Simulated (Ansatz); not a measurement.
C4H6BCl can be A, `C=C1BCC1Cl`, or B, `B/C=C(\Cl)C=C`.

Computed with Ansatz on PBE0-D4/def2-TZVP structures; ΔE is electronic, products minus reactants. CCSD(T)/CBS adds triple-zeta CCSD(T) − MP2 to the extrapolated MP2 energy (def2 sets, frozen cores). DFT in def2-TZVPP. B3LYP here is the variant with VWN-RPA as its local correlation; programs differ in this. Each species was taken in one conformer, which may not be the lowest.

Task: Which is lower in electronic energy at CCSD(T)/CBS, and by how much? (An estimate is asked.)

Result: Computed: B, by 7.0 kJ/mol.

Task: Give E(B) − E(A) in kJ/mol with CCSD(T)/def2-TZVPP, CCSD/def2-TZVPP, HF/def2-TZVPP, B3LYP-D4, B2PLYP, B3LYP, PBE-D4. (Estimate.)

Result: The calculation gave: CCSD(T)/def2-TZVPP -8.9, CCSD/def2-TZVPP -5.7, HF/def2-TZVPP -17.5, B3LYP-D4 -20.0, B2PLYP -16.7, B3LYP -21.2, PBE-D4 -5.1. None reverses the order clearly.

Largest T1 diagnostic: 0.011.

From PBE to PBE0 (25 % exact exchange), in def2-TZVPP and without D4, E(B) − E(A) moves by +9.5 kJ/mol. In def2-TZVPP, CCSD(T) changes the Hartree–Fock value by +8.6 kJ/mol (the triples alone add −3.2 kJ/mol) and MP2 by +11.6 kJ/mol.
